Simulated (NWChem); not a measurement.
System: BH₂OI; SMILES IBO

```xyz
5

B     -0.5953     1.4772     0.0000
H     -1.7713     1.7223     0.0000
I      0.0220    -0.5859     0.0000
O      0.2954     2.4702     0.0000
H      1.2176     2.1851     0.0000
```
Atoms are numbered in this order, from 1.

All runs: NWChem. Coordinates come from a PBE0/def2-SVP optimisation. Not confirmed as a minimum by frequencies. def2 effective core potentials on I; no spin-orbit coupling. Ions are spin-unrestricted doublets at the neutral geometry; other ion states weren't tried.

For level CAM-B3LYP/def2-SVP:

| Item | Value |
|---|---|
| −ε(HOMO) (eV) | 8.84 |

### Question
How do the values read with level PBE/def2-SVP instead?

### Answer
| Quantity | Result |
|---|---|
| −ε(HOMO) (eV) | 6.44 |
